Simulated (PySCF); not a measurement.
## How the method moves the gas-phase deprotonation enthalpies of `FC/C=C\OCF` (C4H6F2O)

Numbering: `[F:1][CH2:2]/[CH:3]=[CH:4]\[O:5][CH2:6][F:7]`

All levels share the PBE0-D3(BJ)/def2-SVP structures and the GFN2-xTB thermal terms; only the single-point energies (PySCF) change. Values are gas-phase deprotonation enthalpies (298 K, kJ/mol).

At ωB97X-D3(BJ)/def2-SVPD:
```tsv
quantity	value
C4	1599
C2	1615
C3	1619
C6	1640
```

What does ωB97X-D3(BJ)/ma-def2-SVP give?

C4: 1592 (change -7); C2: 1608 (change -7); C3: 1613 (change -7); C6: 1635 (change -5).

Caveats: structures of the anions come from def2-SVP, which lacks diffuse functions; the order of C2 and C3 is undecided: the gaps lie inside the method's error (some 10 kJ/mol, one structure a species); one E/Z form of each vinyl-type anion was tried, and another may lie lower.

Differences come from unrounded values, so a last digit can differ from that of the printed terms.
